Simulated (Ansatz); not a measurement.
```xyz
2

Cu    0.0000    0.0000   -0.7083
Cl    0.0000    0.0000    1.2083
```

Basis set: cc-pVDZ (spherical functions). Frozen core: 10 orbitals. Charge 0, multiplicity 1.

Computed with Ansatz (development build ahead of 0.2.0); each method stands on the lowest determinant of its kind that the runs found. Restricted open shells among the atoms or ions are ROHF, correlated in semicanonical orbitals with singles.

The atomization energy at this shape (free ground-state atoms in the same class of orbitals less the molecule, no zero-point energy) of singlet CuCl:

```
 method  atomization energy
RHF-MP2      79.79 kcal/mol
```

Question: What does RHF give?

Answer: 50.57 kcal/mol. Caution: the shape is not the minimum.
